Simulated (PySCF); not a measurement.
C3H5, SMILES [CH]=CC, multiplicity 2. Coordinates come from a PBE0-D3(BJ)/def2-TZVP optimisation. The isomer is the one that the SMILES or the coordinates give; other isomers of the formula were not compared.

Give the equilibrium geometry at PBE0-D3(BJ)/def2-TZVP (PySCF confirms it by a frequency run) as a Z-matrix, and its point group. (The exact figures need the calculation; the answer reports its results.)

point group Cs.
```
C
C 1 1.3049
H 2 1.0794 1 137.78
H 1 1.0962 2 117.95 3 0.00
C 1 1.4958 4 116.01 2 180.00
H 5 1.0899 1 111.21 4 180.00
H 5 1.0938 6 108.63 1 121.95
H 5 1.0938 6 108.63 7 116.10
```
Charge 0, spin multiplicity 2.
